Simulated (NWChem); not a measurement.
Species: SiICl, singlet; SMILES Cl[Si]I

Program: NWChem. Low-valent species are run as closed-shell singlets; no triplet was tried in these runs. Geometry: optimised at PBE0/def2-SVP. def2 effective core potentials on I; no spin-orbit coupling. Ions are spin-unrestricted doublets at the neutral geometry; other ion states weren't tried.

Problem. What does the run give for r2SCAN/def2-SVP? Quantities: vertical ionisation energy, ΔSCF (eV); −ε(HOMO) (eV).

Solution. 
| Item | Result |
|---|---|
| vertical ionisation energy, ΔSCF (eV) | 9.35 |
| −ε(HOMO) (eV) | 6.58 |
